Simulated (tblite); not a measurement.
Start geometry of `P[Si](P)(Cl)CC(Cl)(Cl)Cl` from a force field or distance geometry (Å):
```
atom  x, y, z in Å
P1    -1.7879   -1.1253    0.7284
Si2    0.0318   -0.8140   -0.4163
P3     1.7854   -1.9420    0.2966
Cl4   -0.3875   -1.4153   -2.3984
C5     0.5497    0.9769   -0.5071
C6    -0.5463    1.8866    0.0072
Cl7   -1.9570    1.6019   -0.9968
Cl8   -0.8806    1.4338    1.6961
Cl9    0.0487    3.5574   -0.0664
H10   -1.6657   -1.1005    2.1581
H11   -2.6230   -2.2320    0.2362
H12    2.8169   -1.7944   -0.7194
H13    2.2992   -1.3165    1.5047
H14    1.5087    1.1100    0.0414
H15    0.8030    1.1817   -1.5862
```

Problem. What comes out of this run: GFN2-xTB geometry optimisation, gas phase (tblite 0.8.0)?

Solution. 
```
atom  x, y, z in Å
P1    -1.937   -1.033    0.761
Si2   -0.031   -0.877   -0.439
P3     1.674   -2.210    0.269
Cl4   -0.447   -1.387   -2.365
C5     0.565    0.972   -0.522
C6    -0.478    1.937   -0.044
Cl7   -1.969    1.771   -0.991
Cl8   -0.862    1.633    1.664
Cl9    0.088    3.628   -0.186
H10   -1.297   -1.404    1.935
H11   -2.141   -2.362    0.402
H12    2.646   -1.527   -0.445
H13    1.903   -1.464    1.415
H14    1.464    1.111    0.078
H15    0.817    1.220   -1.554
```

The energy falls by 163.1 kJ/mol over 86 L-BFGS steps, the largest force on an atom goes from 2.49 to 0.009 eV/Å, and the atoms move by 0.277 Å rms after alignment. The bond that changes most is P1–Si2 (three-coordinate phosphorus to chlorine-bound silicon), which lengthens by 0.086 Å. Bonds longer at the end by more than 0.005 Å: 5 of 14; shorter: 8. Among the angles that change most is Si2–P1–H10, from 116.8° to 94.5°. Among the dihedrals that turn most is H11–P1–Si2–Cl4, from 30° to 56°. Rotational constants go from 761.3, 406.6, 389.5 to 771.9, 382.6, 371.0 MHz. The orientation of the end geometry is arbitrary; only internal coordinates are fixed.

Time: 2.5 s. Hardware: AMD EPYC 7R43, one thread, on a shared host.

Its GFN2-xTB frequencies are all real (lowest 23 cm⁻¹). One conformer, not necessarily the lowest. 3 starts were optimised and ended at 0.00, 1.00 and 3.16 kcal/mol (GFN2-xTB); the lowest of these is shown.

These are computed values.
